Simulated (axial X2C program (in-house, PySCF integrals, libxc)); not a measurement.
AgH⁺: cheaper levels and CCSD(T), with spin–orbit coupling

All values were computed with an in-house all-electron X2C program for linear molecules (integrals from PySCF). Two-component (2c) means X2C with spin–orbit coupling and atomic mean-field two-electron Coulomb and Gaunt terms. Basis: Ag dyall-cv3z [12s12p8d5f3g], H dyall-v3z [6s2p1d] (cores contracted in-house); Gaussian nuclei, density fitting, unrestricted open shells. Masses: Ag 106.905 u, H 1.008 u.

State: Ω = 1/2 (⟨Sz⟩ = 0.50, ⟨Lz⟩ = 0.00 at HF); fragments Ag+ + H.

```json
{"level": "PBE0", "Re (Å)": "1.685", "ωe (cm⁻¹)": "1163.3", "De (eV)": "0.649"}
{"level": "MP2", "Re (Å)": "1.789", "ωe (cm⁻¹)": "695.3", "De (eV)": "0.376"}
{"level": "CCSD", "Re (Å)": "1.732", "ωe (cm⁻¹)": "877.9", "De (eV)": "0.411"}
{"level": "TPSS", "Re (Å)": "1.681", "ωe (cm⁻¹)": "1269.8", "De (eV)": "0.938"}
```

Correlated methods: 11 electrons correlated (number of frozen shells: Ag 4 s, 3 p, 1 d; H none), 211 virtual spin orbitals or spinors in MP2, 90 natural virtuals in coupled cluster.

CCSD(T), same Hamiltonian and basis:

Re = 1.708 Å, ωe = 984.9 cm⁻¹, De = 0.46 eV; T1 = 0.018 (Lee–Taylor normalisation).

(1) Give the differences from CCSD(T) in the columns below.

The state is a single determinant with fixed occupations, the lowest that a limited PBE0 search found. De is counted from the lowest determinant-based energies of the atoms at the same level, without counterpoise correction. Density functionals use the spin component along the axis (collinear). CCSD and (T) use frozen natural virtuals with an MP2 correction for the truncation; (T) itself is uncorrected, so its De runs slightly low. The levels of this run spread widely (ωe from 695 to 1270 cm⁻¹), so these constants depend on the method.

Results:

(1) 

```tsv
level	ΔRe (Å)	Δωe (cm⁻¹)	ΔDe (eV)
PBE0	-0.023	178	0.19
MP2	0.081	-290	-0.08
CCSD	0.024	-107	-0.05
TPSS	-0.027	285	0.48
```
